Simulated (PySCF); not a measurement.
# Electron correlation in Cd⁺ (cadmium, charge +1)

[Kr] 4d10 5s1, 2S determinant. Computed with PySCF 2.14 in x2c-QZVPPall, with scalar relativity by spin-free X2C-1e. Frozen: [Ar] 3d10; 19 electrons correlated.

MP2 pair energies summed by pair of shells (mhartree):

```
 pair   energy  share (%)
4d-4d  -366.45       51.5
4p-4d  -178.84       25.1
4p-4p   -48.19        6.8
4d-5s   -46.27        6.5
4s-4d   -38.16        5.4
4s-4p   -24.45        3.4
4p-5s    -4.81        0.7
4s-4s    -4.34        0.6
4s-5s    -0.52        0.1
```

Total MP2 correlation energy: -712.04 mhartree.

Same-spin part -235.69 and opposite-spin part -476.35 mhartree; SCS-MP2 scales them by 1/3 and 6/5 to -650.18 mhartree.

This basis was not built for core-valence correlation, so the inner-shell part is incomplete.
